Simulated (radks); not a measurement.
Values are calculated unless marked as measured or tabulated.
Question: These are the eigenvalues of the occupied orbitals of an atom or ion with whole-number occupations (Ry). Level of theory: scalar-relativistic Kohn-Sham, exchange-only LDA, spin-polarised, spherical densities, point nucleus (a radial shooting solver on a logarithmic mesh with Libxc functionals).

orbital  eigenvalue
1s up     -2961.043
1s down   -2961.037
2s up     -477.8059
2s down   -477.8022
2p up     -428.5715
2p down   -428.5662
3s up     -106.3188
3s down   -106.3131
3p up     -90.66046
3p down   -90.65425
3d up     -68.35460
3d down   -68.34876
4s up     -24.89053
4s down   -24.87825
4p up     -19.75295
4p down   -19.73942
4d up     -12.34817
4d down   -12.33037
5s up      -6.74586
5s down    -6.67048
5p up      -5.32053
5p down    -5.24328

Which element is it, and in what charge state? The configuration may be excited. Open shells, if any, are filled with parallel spins first.

Answer: Z = 58, cerium, charge +5: Ce5+ in [Kr] 4d10 5s2 5p5. The list shows which subshells hold electrons but not how many an open one holds; the 1s level, -1480.5 hartree, gives Z - s = 54.4 by -(Z - s)^2/2, which with screening and relativity narrows Z to a few neighbours, and the depths of the outer levels then fix element, charge and occupations together.
